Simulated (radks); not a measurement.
Initial-state core-level shifts of neutral copper when its valence configuration changes from [Ar] 3d10 4s1. All-electron calculation, non-relativistic Kohn-Sham, r2SCAN, spin-polarised, spherical densities, point nucleus; open shells are filled with parallel spins first; meta-GGA in the generalised Kohn-Sham scheme. Program: a radial shooting solver on a logarithmic mesh with Libxc functionals. Shifts are changes of the shell-averaged eigenvalues in eV (positive: less bound); the change of the density at the nucleus, which sets a Mossbauer isomer shift, is in e/bohr^3, on a base of 1.663e+04.

| valence | 1s | 2s | 2p | 3p | density at nucleus |
|---|---|---|---|---|---|
| 3d10 4s0.5 4p0.5 | -1.135 | -1.067 | -1.071 | -1.144 | -2.328 |
| 3d9 4s1 4p1 | -7.371 | -7.864 | -7.819 | -7.263 | +2.561 |
| 3d9.5 4s1 4p0.5 | -3.550 | -3.760 | -3.740 | -3.539 | +1.115 |
| 3d9.5 4s1.5 | -2.739 | -3.005 | -2.982 | -2.708 | +3.630 |
| 3d8 4s1 4p2 | -15.812 | -17.071 | -16.967 | -15.196 | +6.228 |
| 3d9 4p2 | -9.226 | -9.605 | -9.568 | -9.116 | -3.602 |
| 3d10 4p1 | -2.164 | -2.018 | -2.028 | -2.189 | -4.838 |
| 3d8 4s2 4p1 | -14.768 | -16.067 | -15.962 | -14.144 | +13.036 |
| 3d9 4s2 | -5.797 | -6.381 | -6.331 | -5.670 | +8.002 |
